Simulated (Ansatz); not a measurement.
`CN(C)c1ccc(/C=C/c2ccc(/C=C/c3ccc(/C=C/c4ccc(/C=C/c5ccc(/C=C/c6ccc(/C=C/C#N)cc6)cc5)cc4)cc3)cc2)cc1` with charge -1. The state is a doublet with charge -1. Geometry PBE-D4/def2-SVP, that of the neutral singlet; atoms count from 1.

Cartesian coordinates in Å:
```
C 9.365 -16.833 4.108
N 8.967 -16.366 2.796
C 9.231 -17.181 1.628
C 8.337 -15.144 2.661
C 7.923 -14.659 1.385
C 7.285 -13.429 1.253
C 7.014 -12.598 2.370
C 6.346 -11.309 2.281
C 5.864 -10.699 1.157
C 5.187 -9.413 1.082
C 4.954 -8.576 2.209
C 4.291 -7.361 2.089
C 3.814 -6.895 0.832
C 3.106 -5.637 0.653
C 2.779 -4.728 1.619
C 2.061 -3.476 1.434
C 1.590 -3.016 0.172
C 0.905 -1.814 0.046
C 0.643 -0.986 1.172
C -0.069 0.281 1.094
C -0.594 0.863 -0.025
C -1.300 2.133 -0.100
C -1.782 2.586 -1.358
C -2.456 3.795 -1.496
C -2.692 4.635 -0.376
C -3.378 5.915 -0.456
C -3.894 6.505 -1.575
C -4.561 7.796 -1.653
C -4.776 8.642 -0.533
C -5.406 9.875 -0.674
C -5.860 10.345 -1.936
C -6.491 11.653 -2.020
C -6.959 12.272 -3.144
C -7.571 13.590 -3.222
C -7.786 14.425 -2.090
C -8.362 15.683 -2.217
C -8.760 16.188 -3.485
C -9.358 17.501 -3.674
C -9.609 18.436 -2.709
C -10.197 19.698 -2.994
N -10.682 20.748 -3.210
C -8.554 15.356 -4.613
C -7.976 14.093 -4.485
C -5.654 9.496 -3.054
C -5.025 8.263 -2.913
C -2.214 4.181 0.883
C -1.540 2.971 1.021
C 1.113 -1.443 2.430
C 1.800 -2.649 2.557
C 4.052 -7.725 -0.293
C 4.717 -8.944 -0.172
C 7.431 -13.086 3.634
C 8.071 -14.315 3.787
H 8.497 -16.932 4.800
H 9.838 -17.828 4.017
H 10.101 -16.150 4.594
H 9.746 -18.108 1.937
H 9.883 -16.660 0.890
H 8.295 -17.474 1.098
H 8.102 -15.257 0.482
H 6.988 -13.102 0.245
H 6.222 -10.792 3.249
H 5.976 -11.216 0.188
H 5.305 -8.893 3.203
H 4.136 -6.749 2.990
H 2.808 -5.425 -0.388
H 3.071 -4.939 2.662
H 1.769 -3.622 -0.729
H 0.562 -1.501 -0.952
H -0.179 0.804 2.060
H -0.486 0.339 -0.990
H -1.611 1.957 -2.246
H -2.806 4.101 -2.494
H -3.468 6.447 0.507
H -3.804 5.975 -2.539
H -4.440 8.326 0.466
H -5.555 10.512 0.212
H -6.579 12.182 -1.055
H -6.869 11.748 -4.111
H -7.493 14.074 -1.090
H -8.509 16.294 -1.314
H -9.627 17.757 -4.713
H -9.363 18.246 -1.650
H -8.855 15.720 -5.608
H -7.824 13.470 -5.380
H -5.991 9.812 -4.053
H -4.876 7.626 -3.799
H -2.383 4.811 1.771
H -1.189 2.666 2.018
H 0.928 -0.825 3.323
H 2.150 -2.975 3.549
H 3.699 -7.394 -1.282
H 4.882 -9.565 -1.067
H 7.243 -12.471 4.528
H 8.367 -14.634 4.795
```

Single mean-field runs in def2-SVP are fitted with def2-universal-jkfit.

(1) Estimate the Mulliken populations of the heavy atoms from the PBE0/def2-SVP orbitals of Ansatz.

(2) Where does the spin sit?

(3) And the Mayer bond orders between heavy atoms (over 0.3, the first 40 of 58)?

## Answers

(1) 
| atom | charge (e) | spin (α − β) |
| --- | --- | --- |
| C1 | 0.06 | 0.00 |
| N2 | -0.41 | 0.00 |
| C3 | 0.06 | 0.00 |
| C4 | 0.21 | 0.02 |
| C5 | -0.09 | -0.01 |
| C6 | -0.03 | 0.02 |
| C7 | 0.03 | -0.02 |
| C8 | -0.02 | 0.05 |
| C9 | -0.02 | -0.03 |
| C10 | 0.02 | 0.05 |
| C11 | -0.03 | -0.02 |
| C12 | -0.03 | 0.03 |
| C13 | 0.03 | -0.02 |
| C14 | -0.03 | 0.07 |
| C15 | -0.01 | -0.02 |
| C16 | 0.02 | 0.06 |
| C17 | -0.03 | -0.02 |
| C18 | -0.03 | 0.03 |
| C19 | 0.03 | 0.00 |
| C20 | -0.03 | 0.07 |
| C21 | -0.02 | 0.01 |
| C22 | 0.02 | 0.05 |
| C23 | -0.04 | -0.02 |
| C24 | -0.03 | 0.04 |
| C25 | 0.03 | 0.02 |
| C26 | -0.03 | 0.07 |
| C27 | -0.03 | 0.03 |
| C28 | 0.02 | 0.05 |
| C29 | -0.03 | 0.02 |
| C30 | -0.04 | 0.00 |
| C31 | 0.02 | 0.03 |
| C32 | -0.02 | 0.05 |
| C33 | -0.04 | 0.05 |
| C34 | 0.03 | 0.03 |
| C35 | -0.03 | 0.02 |
| C36 | -0.02 | 0.00 |
| C37 | -0.01 | 0.07 |
| C38 | 0.02 | 0.00 |
| C39 | -0.16 | 0.11 |
| C40 | -0.07 | -0.03 |
| N41 | -0.09 | 0.06 |
| C42 | -0.03 | 0.00 |
| C43 | -0.05 | 0.03 |
| C44 | -0.03 | 0.03 |
| C45 | -0.05 | -0.01 |
| C46 | -0.05 | 0.01 |
| C47 | -0.03 | 0.01 |
| C48 | -0.05 | 0.03 |
| C49 | -0.04 | -0.01 |
| C50 | -0.04 | 0.03 |
| C51 | -0.04 | -0.02 |
| C52 | -0.05 | 0.02 |
| C53 | -0.09 | -0.01 |
Mulliken values depend strongly on the basis.

(2) Summed by element: C 0.98, N 0.06, H -0.04, of 1 unpaired in all. Largest on single atoms: C39 0.11, C14 0.07, C20 0.07.

(3) C1–N2 1.00 (1.45 Å); N2–C3 1.00 (1.45 Å); N2–C4 1.11 (1.38 Å); C4–C5 1.29 (1.43 Å); C4–C53 1.31 (1.42 Å); C5–C6 1.45 (1.39 Å); C6–C7 1.32 (1.42 Å); C7–C8 1.12 (1.45 Å); C7–C52 1.32 (1.42 Å); C8–C9 1.67 (1.37 Å); C9–C10 1.13 (1.46 Å); C10–C11 1.29 (1.42 Å); C10–C51 1.32 (1.42 Å); C11–C12 1.48 (1.39 Å); C12–C13 1.29 (1.42 Å); C13–C14 1.14 (1.45 Å); C13–C50 1.31 (1.42 Å); C14–C15 1.62 (1.37 Å); C15–C16 1.15 (1.46 Å); C16–C17 1.28 (1.42 Å); C16–C49 1.30 (1.42 Å); C17–C18 1.49 (1.39 Å); C18–C19 1.28 (1.42 Å); C19–C20 1.16 (1.45 Å); C19–C48 1.30 (1.42 Å); C20–C21 1.60 (1.37 Å); C21–C22 1.16 (1.46 Å); C22–C23 1.28 (1.42 Å); C22–C47 1.29 (1.42 Å); C23–C24 1.47 (1.39 Å); C24–C25 1.29 (1.42 Å); C25–C26 1.17 (1.45 Å); C25–C46 1.28 (1.42 Å); C26–C27 1.59 (1.37 Å); C27–C28 1.17 (1.46 Å); C28–C29 1.28 (1.42 Å); C28–C45 1.28 (1.42 Å); C29–C30 1.47 (1.39 Å); C30–C31 1.28 (1.42 Å); C31–C32 1.18 (1.45 Å).
